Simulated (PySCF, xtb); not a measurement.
F3S, SMILES F[S+](F)F, charge +1.

Harmonic wavenumbers (cm⁻¹) from GFN2-xTB run with xtb at its own minimum, in rising order: 251, 251, 343, 777, 778, 823.

What does PBE-D3(BJ)/def2-TZVP (PySCF 2.14.0) give at its own minimum? (The exact figures need the calculation; the answer reports its results.)

356, 356, 492, 917, 925, 926. Paired by order, the mean absolute difference is 125 cm⁻¹ and the zero-point energies are 4.6 and 5.7 kcal/mol.
